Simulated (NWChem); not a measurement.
System: C2H8AlN; SMILES [AlH2][N](C)C

```xyz
12

Al     0.0000     0.0000     1.4852
H      0.0000     1.4249     2.2078
H      0.0000    -1.4249     2.2078
N      0.0000     0.0000    -0.3161
C      0.0000    -1.2098    -1.1189
C      0.0000     1.2098    -1.1189
H     -0.8958    -1.2671    -1.7836
H      0.8958    -1.2671    -1.7836
H      0.0000    -2.1122    -0.4744
H      0.8958     1.2671    -1.7836
H     -0.8958     1.2671    -1.7836
H      0.0000     2.1122    -0.4744
```
Atoms are numbered in this order, from 1.

All runs: NWChem. Coordinates come from a PBE-D3(BJ)/def2-SVP optimisation. Ions are spin-unrestricted doublets at the neutral geometry; other ion states weren't tried.

| level | vertical ionisation energy, ΔSCF (eV) | −ε(HOMO) (eV) | ΔSCF minus −ε(HOMO) (eV) |
|---|---|---|---|
| B3LYP/def2-SVP | 8.38 | 6.16 | 2.22 |
| PBE/def2-SVP | 8.31 | 5.18 | 3.13 |
| PBE0/def2-SVP | 8.33 | 6.37 | 1.96 |
| r2SCAN/def2-SVP | 8.29 | 5.40 | 2.89 |
| Hartree-Fock/def2-SVP | ? | ? | ? |

Fill in the missing entries.


- Hartree-Fock/def2-SVP, vertical ionisation energy, ΔSCF (eV): 7.18
- Hartree-Fock/def2-SVP, −ε(HOMO) (eV): 9.42
- Hartree-Fock/def2-SVP, ΔSCF minus −ε(HOMO) (eV): -2.24
